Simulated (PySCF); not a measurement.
## CH4In, SMILES `[CH3][InH]` (charge 0, multiplicity 2)

Computed with TPSSh-D3(BJ)/def2-TZVP // B3LYP-D3(BJ)/def2-TZVP run with PySCF.

| Quantity | Value |
|---|---|
| highest occupied spin orbital | -4.69 eV |
| dipole moment | 0.73 D |
| total energy | -6273.64 eV |
| cost | around 2.1 core-minutes (rough) |

Bonded distances (Å): C1–In2 2.223, C1–H3 1.091, C1–H4 1.087, C1–H5 1.091, In2–H6 1.787. Angles (°): In2–C1–H3 107.9, In2–C1–H4 111.6, In2–C1–H5 107.7, H3–C1–H4 110.2, H3–C1–H5 109.3, H4–C1–H5 110.0, C1–In2–H6 118.2.
Charge 0, spin multiplicity 2.
